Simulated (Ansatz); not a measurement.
Geometry optimisation, Ansatz, RKS PBE0/def2-SVP.

Input:

```yaml
crystal:
  periodic: [false, false, false]
  atoms:
    - { symbol: Sn, position_ang: [0.0, 0.0, 0.0] }
    - { symbol: O, position_ang: [0.0, 0.0, 2.31] }
    - { symbol: H, position_ang: [-0.9095, -0.2814, 2.6471] }
    - { symbol: H, position_ang: [1.6408, 0.0, -0.5794] }
    - { symbol: Cl, position_ang: [-1.1351, 1.9666, -0.8025] }
    - { symbol: H, position_ang: [-0.8195, -1.4198, -0.5794] }
    - { symbol: Si, position_ang: [1.0497, 2.441, 0.8829] }
    - { symbol: H, position_ang: [2.1931, 2.1926, 1.756] }
    - { symbol: H, position_ang: [1.4791, 3.2314, -0.2671] }
    - { symbol: H, position_ang: [0.0249, 3.1738, 1.6208] }
    - { symbol: H, position_ang: [0.5239, 1.2184, 2.1073] }
basis:
  gaussian: { orbitals: def2-SVP }
hamiltonian:
  xc: pbe0
relax:
  f_tol: 0.15
  max_steps: 25
  restrain:
    - { distance: [0, 6], at: 2.5, k: 30.0 }
    - { distance: [10, 1], at: 1.01, k: 30.0 }
    - { distance: [0, 1], at: 3.16, k: 30.0 }
    - { distance: [10, 6], at: 2.66, k: 30.0 }
output:
  orbitals: {}
```

Run as:

```bash
$ ansatz run input.yaml --threads 2 --pin off --max-ram 3072MiB --backend cpu --events-out ev --progress --plain --runs-dir out
```

Q: Where does it end, and by what steps?

A: It converged. The restraints hold the end off the free minimum; the threshold counts their pulls, which the force column leaves out. Restrained pairs: Sn1–Si7 (2.80 → 2.52 Å), O2–H11 (1.34 → 0.98 Å), Sn1–O2 (2.31 → 3.15 Å), Si7–H11 (1.81 → 2.67 Å). After 19 steps the energy has fallen by 3.846 eV (the restraints' own energy left out); Cl5 moved furthest, 2.10 Å.

```json
{"step": "0", "energy less start (eV)": "0.0000", "largest force component (eV/Å)": "2.113", "accepted": "yes"}
{"step": "1", "energy less start (eV)": "-0.2694", "largest force component (eV/Å)": "3.552", "accepted": "yes"}
{"step": "2", "energy less start (eV)": "-0.8344", "largest force component (eV/Å)": "4.309", "accepted": "yes"}
{"step": "3", "energy less start (eV)": "-1.6075", "largest force component (eV/Å)": "3.712", "accepted": "yes"}
{"step": "4", "energy less start (eV)": "-2.6246", "largest force component (eV/Å)": "1.608", "accepted": "yes"}
{"step": "5", "energy less start (eV)": "-3.0804", "largest force component (eV/Å)": "1.489", "accepted": "yes"}
{"step": "6", "energy less start (eV)": "-3.3301", "largest force component (eV/Å)": "1.663", "accepted": "yes"}
{"step": "7", "energy less start (eV)": "-3.5123", "largest force component (eV/Å)": "1.275", "accepted": "yes"}
{"step": "8", "energy less start (eV)": "-3.6284", "largest force component (eV/Å)": "1.290", "accepted": "yes"}
{"step": "9", "energy less start (eV)": "-3.6644", "largest force component (eV/Å)": "0.953", "accepted": "yes"}
{"step": "10", "energy less start (eV)": "-3.6981", "largest force component (eV/Å)": "1.062", "accepted": "yes"}
{"step": "11", "energy less start (eV)": "-3.6994", "largest force component (eV/Å)": "1.620", "accepted": "yes"}
{"step": "12", "energy less start (eV)": "-3.7159", "largest force component (eV/Å)": "1.186", "accepted": "yes"}
{"step": "13", "energy less start (eV)": "-3.7654", "largest force component (eV/Å)": "0.680", "accepted": "yes"}
{"step": "14", "energy less start (eV)": "-3.7871", "largest force component (eV/Å)": "0.614", "accepted": "yes"}
{"step": "15", "energy less start (eV)": "-3.7986", "largest force component (eV/Å)": "0.620", "accepted": "yes"}
{"step": "16", "energy less start (eV)": "-3.8282", "largest force component (eV/Å)": "0.738", "accepted": "yes"}
{"step": "17", "energy less start (eV)": "-3.8284", "largest force component (eV/Å)": "0.968", "accepted": "yes"}
{"step": "18", "energy less start (eV)": "-3.8321", "largest force component (eV/Å)": "0.806", "accepted": "yes"}
{"step": "19", "energy less start (eV)": "-3.8455", "largest force component (eV/Å)": "0.654", "accepted": "yes"}
```

```xyz
11
Properties=species:S:1:pos:R:3
Sn 0.020 0.534 -0.532
O 0.411 -0.165 2.518
H -0.294 0.143 3.099
H 1.231 -0.649 -0.779
Cl -0.333 1.489 -2.684
H -1.487 -0.168 -0.137
Si 0.723 2.419 0.979
H 1.953 2.070 1.762
H 1.037 3.649 0.192
H -0.363 2.752 1.954
H 1.150 0.449 2.723
```

Time of the run: 84 s on 2 threads of Arm Neoverse V1 (shared host), peak memory 0.28 GiB.
